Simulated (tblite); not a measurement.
Compound: C4H8OPSi (doublet state).
Cartesian coordinates in Å at the GFN2-xTB level; atoms count from 1:
```xyz
15
C4H8OPSi angstrom
P      2.430   -1.085    1.062
Si     1.312    0.046   -0.537
C     -0.339   -0.821   -1.013
C     -1.372   -0.462    0.059
C     -1.516    1.021    0.227
C     -0.478    1.844    0.269
O      0.809    1.448    0.170
H      3.048   -1.933    0.158
H      3.506   -0.212    1.081
H     -0.224   -1.902   -1.072
H     -0.693   -0.476   -1.985
H     -1.061   -0.902    1.015
H     -2.341   -0.896   -0.198
H     -2.508    1.426    0.342
H     -0.577    2.914    0.400
```

Computed values, GFN2-xTB/tblite, gas phase, harmonic and unscaled. This tight-binding method is rough: wavenumbers can miss measured ones by several per cent, in bad cases by 10 to 20. Modes of hydrogen on phosphorus can be 10 to 20 % off. One conformer, not necessarily the lowest. Open shells enter through the occupations alone, without spin polarisation, and single modes of such species can be off by tens of per cent.

Harmonic wavenumbers (cm⁻¹): 56.7, 89.4, 100.6, 167.1, 197.5, 329.8, 366.5, 451.9, 478.7, 660.3, 670.5, 694.9, 705.2, 748.4, 756.1, 818.1, 860.2, 923.6, 957.2, 1046.7, 1115.0, 1123.5, 1138.8, 1166.1, 1238.8, 1266.1, 1307.2, 1336.2, 1465.9, 1478.4, 1690.6, 2299.3, 2380.4, 2910.8, 2963.5, 2984.7, 2997.4, 3048.9, 3104.1.

A = 3196, B = 1294, C = 1121 MHz; mass 131.008 u (most abundant isotopes); point group C1, symmetry number 1; spin multiplicity 2.

Question: Zero-point energy?

Answer: Half the sum of the wavenumbers: 24048 cm⁻¹ = 287.67 kJ/mol.

Question: What is S at 298.15 K and 1 bar for an ideal gas of classical rigid rotors and harmonic oscillators?

Answer: Translation 169.66, rotation 119.79, vibration 96.30, spin (R ln 2) 5.76: S = 391.5 J/(mol K).

Question: And Cp and H(298.15 K) − H(0)?

Answer: Cp = 136.08 J/(mol K), of which vibrations give 102.82 (their classical limit is 39 R = 324.3); H(298.15 K) − H(0) = 25.12 kJ/mol without the zero-point energy, 15.21 from vibrations.

Question: How do the functions run with temperature in this model?

Answer: 
```json
{"T (K)": "150", "S (J/(mol K))": "318.3", "Cp (J/(mol K))": "84.2", "H − H(0) (kJ/mol)": "8.89", "G − H(0) (kJ/mol)": "-38.85", "ln q(vib)": "2.39"}
{"T (K)": "250", "S (J/(mol K))": "369.1", "Cp (J/(mol K))": "118.7", "H − H(0) (kJ/mol)": "18.99", "G − H(0) (kJ/mol)": "-73.29", "ln q(vib)": "4.46"}
{"T (K)": "400", "S (J/(mol K))": "436.4", "Cp (J/(mol K))": "170.0", "H − H(0) (kJ/mol)": "40.76", "G − H(0) (kJ/mol)": "-133.79", "ln q(vib)": "7.55"}
{"T (K)": "600", "S (J/(mol K))": "515.5", "Cp (J/(mol K))": "220.0", "H − H(0) (kJ/mol)": "80.11", "G − H(0) (kJ/mol)": "-229.17", "ln q(vib)": "11.64"}
{"T (K)": "900", "S (J/(mol K))": "614.3", "Cp (J/(mol K))": "266.3", "H − H(0) (kJ/mol)": "153.68", "G − H(0) (kJ/mol)": "-399.16", "ln q(vib)": "17.42"}
```

q(vib) and H(0) count from the zero-point level.

Question: Blend soft modes into free rotors: weight 1/[1 + (100 cm⁻¹/ν̃)⁴] for the oscillator and the rest for a rotor with moment μB/(μ + B), μ = h/(8π²ν), B = 10⁻⁴⁴ kg m². What vibrational entropy results?

Answer: 88.90 J/(mol K) in place of 96.30, which changes −T·S at 298.15 K by +2.21 kJ/mol.

Question: What must be added to the electronic energy to get the Gibbs energy at 298.15 K and 1 bar?

Answer: ZPE + [H(298.15 K) − H(0)] − T·S = 287.67 + 25.12 − 116.73 = 196.06 kJ/mol.

Question: Which modes carry the vibrational entropy at 298.15 K?

Answer: 56.7 cm⁻¹: 19.12; 89.4 cm⁻¹: 15.37; 100.6 cm⁻¹: 14.40; 167.1 cm⁻¹: 10.33; 197.5 cm⁻¹: 9.02; 329.8 cm⁻¹: 5.28 J/(mol K); the other 33 give 22.79 together.

Hindered rotation and anharmonicity are outside this model. Other conformers, if any are populated, would add a mixing term that is left out. The structure is chiral; the term R ln 2 for an equal mix with its mirror image is left out.
